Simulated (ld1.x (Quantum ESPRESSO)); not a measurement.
## Ba (Z = 56) PAW: all-electron and pseudo phase curves

| Item | Value |
| --- | --- |
| Element | barium |
| Generator | ld1.x (Quantum ESPRESSO) 7.5 |
| Type | PAW |
| Functional | BLYP |
| Relativity | scalar-relativistic |
| Frozen core | [Kr] 4d10 |
| Valence charge | 10 |
| Reference configuration | 5s2 5p6 5d0 6s1.75 6p0.25 |
| Partial waves | 5s (bound): rcut 2.40, rcutus 2.60 bohr; 6s (bound): rcut 2.40, rcutus 2.60 bohr; 5p (bound): rcut 2.50, rcutus 3.10 bohr; 6p (bound): rcut 2.50, rcutus 3.10 bohr; 5d (bound, empty): rcut 2.95, rcutus 3.45 bohr; 5d channel at 1.4 Ry: rcut 2.95, rcutus 3.45 bohr; 4f channel at 0.45 Ry: rcut 2.45, rcutus 3.00 bohr; 4f channel at 2.05 Ry: rcut 2.45, rcutus 3.00 bohr |
| Local potential | all-electron potential smoothed inside 2.95 bohr (lloc = -1) |
| Core correction | Bessel-smoothed model core, default radius (core density twice the valence density) |
| Augmentation charge | BESSEL, radius 2.20 bohr |

The phase is arctan(r·u′/u) with u = r·R(r), unwrapped; energies in Ry, scanned from -4 to 5 Ry. A pole is an energy at which the radial function vanishes at the test radius. The pseudo phase is shifted by a multiple of π to meet the all-electron one at the reference energy, and phase errors are pseudo minus all-electron; the curves can meet again beyond the range given. Levels narrower than the energy grid can be missing from the lists of poles.

A narrow feature of the pseudo curve, probably an extra level, lies near 0.92 Ry in the f channel; the grid steps over it, so the window and error are not given (n/a).

Q: For each channel, where are the poles, and over which energies does the pseudopotential scatter like the atom?

A:

| channel | radius (bohr) | reference energy (Ry) | poles, all-electron | poles, pseudo | unbroken range about the reference energy with phases within 0.05 rad | phase error 1 Ry above the reference energy (rad) |
| --- | --- | --- | --- | --- | --- | --- |
| s | 3.74 | -0.24 | -2.46, 1.30 | -2.46, 1.31 | below 2.9 | +0.001 |
| p | 3.74 | -0.09 | -1.30, 2.13 | -1.30, 0.92 | below -0.1 | -0.379 |
| d | 3.74 | -0.15 | 0.30, 3.68 | 0.34, 0.98, 3.35 | below 0.7 | +0.075 |
| f | 3.74 | 0.45 | 0.20, 2.26 | 0.22, 2.26 | n/a | n/a |

The ghost test of this file was not conclusive. Its overlap operator is not positive definite in a basis up to 400 Ry (lowest eigenvalue s -0.02, p -102.71, d -4.82), so the file is unfit for use: the generalised eigenproblem breaks down once the basis is large enough, and its test numbers describe a broken file.

Phases in the f channel:

```csv
E (Ry),all-electron,pseudo
-4.00,1.442,1.443
-3.76,1.438,1.439
-3.52,1.435,1.435
-3.28,1.430,1.431
-3.04,1.425,1.426
-2.80,1.420,1.420
-2.56,1.414,1.415
-2.32,1.407,1.408
-2.08,1.399,1.400
-1.84,1.389,1.391
-1.60,1.379,1.381
-1.36,1.366,1.368
-1.12,1.349,1.353
-0.88,1.328,1.334
-0.64,1.300,1.308
-0.40,1.255,1.269
-0.16,1.163,1.198
0.08,0.316,0.837
0.32,-1.808,-1.800
0.56,-2.022,-2.019
0.80,-2.357,-2.335
1.04,-3.243,-3.174
1.28,-4.118,-4.090
1.52,-4.432,-4.425
1.76,-4.570,-4.569
2.00,-4.651,-4.651
2.24,-4.708,-4.707
2.48,-4.756,-4.753
2.72,-4.803,-4.795
2.96,-4.856,-4.838
3.20,-4.931,-4.888
3.44,-5.062,-4.954
3.68,-5.395,-5.056
3.92,-6.504,-5.243
4.16,-7.334,-5.681
4.40,-7.573,-6.576
4.64,-7.676,-7.199
4.88,-7.734,-7.451
```
